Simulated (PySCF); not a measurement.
## Radial density of C⁺ (carbon, charge +1)

UHF, [He] 2s2 2p1, 2P determinant. Computed with PySCF 2.14 in aug-cc-pVDZ-DK, with scalar relativity by spin-free X2C-1e.

```json
{"r (bohr)": "0.00555", "4πr²ρ (e/bohr)": "0.04753", "4πr²(ρα − ρβ)": "0.0000"}
{"r (bohr)": "0.00933", "4πr²ρ (e/bohr)": "0.1284", "4πr²(ρα − ρβ)": "0.0001"}
{"r (bohr)": "0.0157", "4πr²ρ (e/bohr)": "0.3326", "4πr²(ρα − ρβ)": "0.0002"}
{"r (bohr)": "0.0264", "4πr²ρ (e/bohr)": "0.8246", "4πr²(ρα − ρβ)": "0.0005"}
{"r (bohr)": "0.0444", "4πr²ρ (e/bohr)": "1.875", "4πr²(ρα − ρβ)": "0.0013"}
{"r (bohr)": "0.0747", "4πr²ρ (e/bohr)": "3.704", "4πr²(ρα − ρβ)": "0.0032"}
{"r (bohr)": "0.126", "4πr²ρ (e/bohr)": "5.747", "4πr²(ρα − ρβ)": "0.0090"}
{"r (bohr)": "0.211", "4πr²ρ (e/bohr)": "6.016", "4πr²(ρα − ρβ)": "0.0341"}
{"r (bohr)": "0.355", "4πr²ρ (e/bohr)": "3.378", "4πr²(ρα − ρβ)": "0.1320"}
{"r (bohr)": "0.598", "4πr²ρ (e/bohr)": "1.382", "4πr²(ρα − ρβ)": "0.3757"}
{"r (bohr)": "1.01", "4πr²ρ (e/bohr)": "2.007", "4πr²(ρα − ρβ)": "0.6569"}
{"r (bohr)": "1.69", "4πr²ρ (e/bohr)": "1.481", "4πr²(ρα − ρβ)": "0.4546"}
{"r (bohr)": "2.85", "4πr²ρ (e/bohr)": "0.2314", "4πr²(ρα − ρβ)": "0.0701"}
{"r (bohr)": "4.79", "4πr²ρ (e/bohr)": "0.004498", "4πr²(ρα − ρβ)": "0.0026"}
{"r (bohr)": "8.05", "4πr²ρ (e/bohr)": "3.023e-05", "4πr²(ρα − ρβ)": "0.0000"}
```

Densities and radii are taken from the X2C orbitals without a picture-change correction, which distorts them close to the nucleus.
